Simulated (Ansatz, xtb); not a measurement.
# C6H5NO: which of two isomers lies lower

We compare I, `C#C[C@@H]1CO[C@@H]1C#N`, a singlet, with II, `C#CC1(C#N)COC1`, a singlet. Both are isolated molecules in the gas phase, relaxed with PBE0-D3(BJ)/def2-SVP.

Quicker runs give these differences E(II) − E(I): GFN2-xTB −0.028 eV; HF/STO-3G +0.095 eV (at GFN2-xTB geometries); r2SCAN-D4/def2-SVP +0.116 eV (at GFN2-xTB geometries).

Which of the two would you expect CCSD(T)/def2-SVP + ΔMP2/def2-TZVPP electronic energies to favour?

Structure I; the calculation gives E(II) − E(I) = +0.073 eV.

Level by level:

```json
{"level": "GFN2-xTB", "geometry": "GFN2-xTB", "E(II) − E(I) (eV)": "−0.028", "departure from the last row (eV)": "−0.100", "job, with rough time for the two": "optimisation, 0.21 s"}
{"level": "HF/STO-3G", "geometry": "GFN2-xTB", "E(II) − E(I) (eV)": "+0.095", "departure from the last row (eV)": "+0.022", "job, with rough time for the two": "single point, 0.7 s"}
{"level": "r2SCAN-D4/def2-SVP", "geometry": "GFN2-xTB", "E(II) − E(I) (eV)": "+0.116", "departure from the last row (eV)": "+0.043", "job, with rough time for the two": "single point, 7.8 s"}
{"level": "PBE0-D3(BJ)/def2-SVP", "geometry": "PBE0-D3(BJ)/def2-SVP", "E(II) − E(I) (eV)": "+0.111", "departure from the last row (eV)": "+0.039", "job, with rough time for the two": "optimisation, 78 s"}
{"level": "HF/def2-SVP", "geometry": "PBE0-D3(BJ)/def2-SVP", "E(II) − E(I) (eV)": "+0.083", "departure from the last row (eV)": "+0.010", "job, with rough time for the two": "part of the CCSD(T) run"}
{"level": "MP2/def2-SVP", "geometry": "PBE0-D3(BJ)/def2-SVP", "E(II) − E(I) (eV)": "+0.060", "departure from the last row (eV)": "−0.012", "job, with rough time for the two": "part of the CCSD(T) run"}
{"level": "CCSD(T)/def2-SVP", "geometry": "PBE0-D3(BJ)/def2-SVP", "E(II) − E(I) (eV)": "+0.068", "departure from the last row (eV)": "−0.005", "job, with rough time for the two": "single point"}
{"level": "CCSD(T)/def2-SVP + ΔMP2/def2-TZVPP", "geometry": "PBE0-D3(BJ)/def2-SVP", "E(II) − E(I) (eV)": "+0.073", "departure from the last row (eV)": "", "job, with rough time for the two": "single point, 2.8 min"}
```

As drawn, both hold the same kinds of bond in the same numbers.

GFN2-xTB puts the two in the other order. The largest departure from CCSD(T)/def2-SVP + ΔMP2/def2-TZVPP is that of GFN2-xTB, 0.100 eV. The last row adds to CCSD(T) the change of the MP2 difference between the two basis sets, here +0.005 eV.

With thermal terms from frequencies at re-optimised GFN2-xTB minima (ideal gas, soft modes damped towards free rotors, one conformer each, 298.15 K, 1 atm): on the last row, ΔE + ΔZPE = +0.068, ΔH = +0.071, ΔG = +0.068 eV.

The correlated steps freeze 8 core orbitals. Mirror images aren't counted in ΔG. Codes used: Ansatz 0.2.0, xtb 6.7.1; the last row on 2 threads of Arm Neoverse V1 on a shared host.
